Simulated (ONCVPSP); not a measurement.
# Ranking ONCV potentials for F

All share these settings but for the change named:

```
Element                 : F (Z = 9)
Generator               : ONCVPSP 4.0.1
Type                    : optimised norm-conserving Vanderbilt (ONCV)
Functional              : PBE
Relativity              : non-relativistic
Frozen core             : [He]
Valence charge          : 7
Reference configuration : 2s1 2p6
Partial waves           : 2s: rc 0.80 bohr, ncon 4, nbas 8, qcut 10.5 1/bohr, 2 projectors, debl 1.1 Ha; 2p: rc 1.30 bohr, ncon 5, nbas 9, qcut 13.4 1/bohr, 3 projectors, debl 2.5 Ha; d scattering state at 0.24 Ha: rc 1.10 bohr, ncon 4, nbas 9, qcut 7.6 1/bohr, 1 projector
Local potential         : polynomial inside 0.60 bohr (lpopt 5, dvloc0 6 Ha)
Core correction         : none
```

In the s channel the program set the typed energies aside and used -1.113, 0.250 Ha.

Cutoff: the first of the cutoffs (Ha) at which the residual kinetic energy of the hardest occupied pseudo-wave falls to 1 and 0.1 mHa per electron; the density cutoff is not measured.

The base gives 52 Ha.

Of 10 variants that were run, those that failed, showed a ghost or another fault, or gave nearly equal values are left out.

A variant can come out equal or close to the base.

(1) Rank these variants from softest to hardest (loose cutoff).
A. s: qcut 11.4
B. s: qcut 14.4
C. s: qcut 7.3
D. s: qcut 8.3

## Answers

(1) A (52 Ha), B (63 Ha), D (122 Ha), C (213 Ha).
